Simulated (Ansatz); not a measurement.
Species: sum formula TaOF₂ (charge +1, singlet). 
Structure (B3LYP-D3(BJ)/def2-TZVP (Ansatz, a quantum-chemistry and plane-wave program) minimum search):
```xyz
4

Ta     0.0838     0.1509     0.0566
O      1.2984    -0.8985    -0.4581
F     -0.8247    -0.7774     1.3425
F     -1.0089     0.3520    -1.3947
```
Charge +1, spin multiplicity 1.

Basis-set convergence of Hartree-Fock and MP2 correlation energies (hartree) with Ansatz. Cores are frozen in the correlated levels unless marked. No spin-orbit coupling. The frozen core is the preceding noble-gas configuration, with the filled d and f shells of earlier blocks. Past Kr the def2 sets carry scalar-relativistic core potentials.

The T1 diagnostic of CCSD in the largest basis is 0.025, which is high, so the coupled-cluster rows are less sure than usual.

| basis | functions | E(HF) | E(corr, MP2) |
|---|---|---|---|
| def2-SVP | 74 | -329.72457 | -0.74086 |
| def2-TZVPP | 149 | … | … |

**Question.** What belongs in the gaps?

**Answer.** 
- def2-TZVPP, E(HF): -330.10710
- def2-TZVPP, E(corr, MP2): -0.92439
